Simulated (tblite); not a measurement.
Compound: C6H3FNP.
Atom-mapped SMILES: `[N:1]#[C:2][c:3]1[cH:4][cH:5][cH:6][c:7]([F:8])[p:9]1` (hydrogens: H10 on C4; H11 on C5; H12 on C6)

Computed with GFN2-xTB (tblite): harmonic, unscaled wavenumbers at the GFN2-xTB geometry, gas phase. This tight-binding method is rough: wavenumbers can miss measured ones by several per cent, in bad cases by 10 to 20.

Harmonic wavenumbers (cm⁻¹): 92.8, 129.3, 180.6, 289.4, 327.4, 341.1, 406.9, 434.9, 520.6, 537.3, 572.2, 664.1, 701.9, 793.0, 802.7, 896.9, 918.7, 1076.4, 1096.1, 1172.2, 1203.3, 1234.3, 1308.9, 1382.4, 1497.7, 1549.9, 2362.1, 3066.8, 3081.2, 3098.4.

A = 2942, B = 1057, C = 777.6 MHz; mass 138.999 u (most abundant isotopes); point group Cs, symmetry number 1.

Question: Zero-point energy?

Answer: Half the sum of the wavenumbers: 15870 cm⁻¹ = 45.37 kcal/mol.

Question: What is S at 200 K and 1 bar for an ideal gas of classical rigid rotors and harmonic oscillators?

Answer: Translation 38.74, rotation 28.09, vibration 10.56: S = 77.4 cal/(mol K).

Question: And Cp and H(200 K) − H(0)?

Answer: Cp = 22.81 cal/(mol K), of which vibrations give 14.86 (their classical limit is 30 R = 59.6); H(200 K) − H(0) = 2.89 kcal/mol without the zero-point energy, 1.30 from vibrations.

Question: What must be added to the electronic energy to get the Gibbs energy at 200 K and 1 bar?

Answer: ZPE + [H(200 K) − H(0)] − T·S = 45.37 + 2.89 − 15.48 = 32.78 kcal/mol.

Question: Blend soft modes into free rotors: weight 1/[1 + (100 cm⁻¹/ν̃)⁴] for the oscillator and the rest for a rotor with moment μB/(μ + B), μ = h/(8π²ν), B = 10⁻⁴⁴ kg m². What vibrational entropy results?

Answer: 10.43 cal/(mol K) in place of 10.56, which changes −T·S at 200 K by +0.02 kcal/mol.

Question: Which modes carry the vibrational entropy at 200 K?

Answer: 92.8 cm⁻¹: 2.83; 129.3 cm⁻¹: 2.20; 180.6 cm⁻¹: 1.60; 289.4 cm⁻¹: 0.85; 327.4 cm⁻¹: 0.69; 341.1 cm⁻¹: 0.64 cal/(mol K); the other 24 give 1.75 together.

Question: How do the functions run with temperature in this model?

Answer: 
```json
{"T (K)": "150", "S (cal/(mol K))": "71.5", "Cp (cal/(mol K))": "18.5", "H − H(0) (kcal/mol)": "1.85", "G − H(0) (kcal/mol)": "-8.87", "ln q(vib)": "1.27"}
{"T (K)": "250", "S (cal/(mol K))": "82.9", "Cp (cal/(mol K))": "26.9", "H − H(0) (kcal/mol)": "4.13", "G − H(0) (kcal/mol)": "-16.60", "ln q(vib)": "2.89"}
{"T (K)": "298.15", "S (cal/(mol K))": "88.0", "Cp (cal/(mol K))": "30.5", "H − H(0) (kcal/mol)": "5.51", "G − H(0) (kcal/mol)": "-20.71", "ln q(vib)": "3.74"}
{"T (K)": "400", "S (cal/(mol K))": "97.9", "Cp (cal/(mol K))": "37.2", "H − H(0) (kcal/mol)": "8.97", "G − H(0) (kcal/mol)": "-30.19", "ln q(vib)": "5.58"}
{"T (K)": "600", "S (cal/(mol K))": "114.9", "Cp (cal/(mol K))": "46.3", "H − H(0) (kcal/mol)": "17.40", "G − H(0) (kcal/mol)": "-51.52", "ln q(vib)": "9.18"}
{"T (K)": "900", "S (cal/(mol K))": "135.3", "Cp (cal/(mol K))": "54.1", "H − H(0) (kcal/mol)": "32.58", "G − H(0) (kcal/mol)": "-89.16", "ln q(vib)": "14.21"}
```

q(vib) and H(0) count from the zero-point level.

Hindered rotation and anharmonicity are outside this model.
